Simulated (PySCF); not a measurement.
**Converging CsC in the basis (PBE0)**

PySCF, UKS reference; quartet, unpaired electrons σ ↑, π ↑↑; De to Cs + C without counterpoise correction.

```tsv
basis	relativity	functions	Re (Å)	ωe (cm⁻¹)	De (eV)	μ (D)
def2-SVPD	scalar-relativistic core potentials	47	2.822	311	2.24	-9.19
def2-TZVP	scalar-relativistic core potentials	60	2.745	308	2.35	-9.03
x2c-TZVPPall	spin-free X2C	116	2.708	311	2.45	-8.73
```

Q: How does each smaller set differ from the one with most functions, x2c-TZVPPall?

A: def2-SVPD: +11.4 pm, +0.0 % in ωe, -0.21 eV in De; def2-TZVP: +3.7 pm, -1.0 % in ωe, -0.10 eV in De. All at PBE0; the set with most functions is neither the basis-set limit nor always the best. The rows treat relativity differently, so the differences are not basis effects alone.

A positive dipole means Cs(−)C(+). These are scalar-relativistic numbers at best; spin–orbit coupling would shift them, the dissociation energy most. The state was picked by a PBE0 search and need not be the measured ground state.
